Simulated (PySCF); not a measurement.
C3H7BO2, SMILES OB1CC(O)C1. The structure is a stationary point at PBE-D3(BJ)/def2-SVP. The structure was generated by enumeration, and PubChem lists no compound with its InChIKey, so it may never have been made. Other conformers were not sampled.

Computed equilibrium geometry at PBE-D3(BJ)/def2-SVP (PySCF confirms it by a frequency run) as Cartesian coordinates in Å (one conformer of several):
```xyz
13

O      2.2439     0.9688     0.1869
B      1.0138     0.4291    -0.0102
C     -0.4350     1.0648     0.0793
C     -0.8983    -0.4119     0.3218
O     -2.0399    -0.8744    -0.3701
C      0.4222    -1.0344    -0.2079
H      2.9479     0.2958     0.1338
H     -0.7159     1.8451     0.8136
H     -0.7771     1.3765    -0.9328
H     -0.9839    -0.5979     1.4217
H     -2.7939    -0.3343    -0.0687
H      0.2795    -1.2456    -1.2915
H      0.8088    -1.9503     0.2811
```
Charge 0, spin multiplicity 1.
